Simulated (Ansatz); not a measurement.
ClFH$_{5}$NSi$_{2}$ (`N[Si](F)([SiH3])Cl`), relaxed with RKS PBE0-D4/def2-TZVP in Ansatz 0.2.0 from a PBE-D4/def2-SVP geometry. The force threshold is 0.005 eV/Å; the program also tests the step.

The species carries charge 0 and has multiplicity 1.

Start:

```xyz
10

N    -1.314    0.631    1.096
Si   -0.724   -0.251   -0.260
F    -1.387   -1.745   -0.154
Si    1.616   -0.321   -0.280
Cl   -1.339    0.466   -2.132
H    -2.319    0.630    1.295
H    -0.905    1.545    1.308
H     2.131    1.094   -0.313
H     2.090   -1.045   -1.508
H     2.151   -1.004    0.948
```

Q: How much energy does the relaxation release, and in how many steps? (An estimate is asked.)

A: Computed: 1.65 kcal/mol, in 12 steps.

Q: Which bonds change most? (Best estimate.)

A: Ansatz gave: Si2–F3 from 1.638 to 1.595 Å; Si2–Cl5 from 2.096 to 2.065 Å; N1–Si2 from 1.722 to 1.695 Å; Si4–H10 from 1.504 to 1.486 Å.

Q: Give the relaxed structure. (Estimate.)

A: The calculation gave: 
```xyz
10

N    -1.308    0.655    1.046
Si   -0.722   -0.254   -0.258
F    -1.370   -1.705   -0.118
Si    1.611   -0.321   -0.278
Cl   -1.351    0.410   -2.109
H    -2.284    0.619    1.300
H    -0.901    1.549    1.267
H     2.116    1.079   -0.239
H     2.086   -0.979   -1.521
H     2.123   -1.053    0.910
```
